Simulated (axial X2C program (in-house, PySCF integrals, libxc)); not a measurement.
# GeP⁻: from Re and ωe to a spectrum

A bond curve at the PBE0 level, with spin–orbit coupling, was computed with an in-house all-electron X2C program for linear molecules (integrals from PySCF) (basis Ge dyall-acv3z [10s10p8d5f1g], P dyall-av3z [9s8p3d2f] (cores contracted in-house)) for the state Ω = 0 (closed shell). Its fit gives Re = 2.0673 Å, ωe = 546.5 cm⁻¹, ωexe = 1.37 cm⁻¹ and αe = 6.719e-04 cm⁻¹; the masses are 73.9212 and 30.9738 u. Two-component means X2C with spin–orbit coupling and atomic mean-field Coulomb and Gaunt terms.

(1) Find the reduced mass, Be and the force constant.

(2) Give B0, the J = 1←0 line in GHz and the most populated J at 300 K (kT = 208.5 cm⁻¹).

(3) Where do the fundamental and the first overtone lie?

(4) Estimate De from a Morse curve and compare with the computed well depth of 4.638 eV to Ge- + P.

(5) A Morse curve ties αe to the other constants (Pekeris). How well does that hold?

Occupations by symmetry block were frozen at the best pattern of an incomplete PBE0 search. Dissociation energies refer to the lowest single-determinant-based atoms at the same level and basis. Without a current term, density functionals place determinants with orbital angular momentum somewhat too high.

Answers

(1) From the PBE0 values: μ = 21.8277 u. Be = 16.8576/(μ Re²) = 0.1807 cm⁻¹. k = 5.8918×10⁻⁷ μ ωe² = 3.84 mdyn/Å.

(2) B0 = Be − αe/2 = 0.1804 cm⁻¹; 2B0 = 10.81 GHz; J(max) ≈ √(kT/2B0) − 1/2 = 23.5, so J = 24.

(3) ν(1←0) = ωe − 2ωexe = 543.8 cm⁻¹; ν(2←0) = 2ωe − 6ωexe = 1084.8 cm⁻¹.

(4) De(Morse) = ωe²/(4ωexe) = 6.757 eV against 4.638 eV computed, a ratio of 1.46. The extrapolation overshoots: the well softens faster than a Morse curve, or the lowest atomic limit lies below the one to which the curve heads.

(5) αe(Morse) = 6Be²/ωe × (√(ωexe/Be) − 1) = 6.286e-04 cm⁻¹; the PBE0 curve gives 6.719e-04 cm⁻¹, a ratio of 0.94.
